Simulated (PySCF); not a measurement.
**Zn²⁺ (zinc, charge +2) across methods**

[Ar] 3d10, closed-shell 1S. All numbers are calculated (PySCF 2.14, scalar relativity by spin-free X2C-1e, in aug-cc-pVQZ-DK (9s8p6d4f3g2h, 140 functions)). The B2PLYP total includes its PT2 part (frozen core); its orbital energies are those of the SCF part.

```csv
method,E (hartree),mean ε 3s (eV),mean ε 3p (eV),mean ε 3d (eV),Σ⟨r²⟩ (bohr²),⟨S²⟩
MN15,-1796.152,-149.76,-107.99,-34.890,15.15,0.000
PBE0,-1794.659,-157.31,-109.96,-33.693,15.11,0.000
BHandHLYP,-1794.866,-164.52,-115.66,-36.619,15.01,0.000
r2SCAN,-1794.868,-154.16,-106.78,-31.032,15.13,0.000
LDA,-1791.876,-149.48,-104.19,-31.229,15.31,0.000
UHF,-1793.36346,-178.18,-126.14,-41.401,14.73,0.000
PBE,-1794.644,-150.01,-104.25,-30.849,15.31,0.000
```

**Question.** Estimate the same row for B2PLYP.

**Answer.** E (hartree) = -1794.633; mean ε 3s (eV) = -165.09; mean ε 3p (eV) = -116.04; mean ε 3d (eV) = -36.653; Σ⟨r²⟩ (bohr²) = 15.00; ⟨S²⟩ = 0.000.
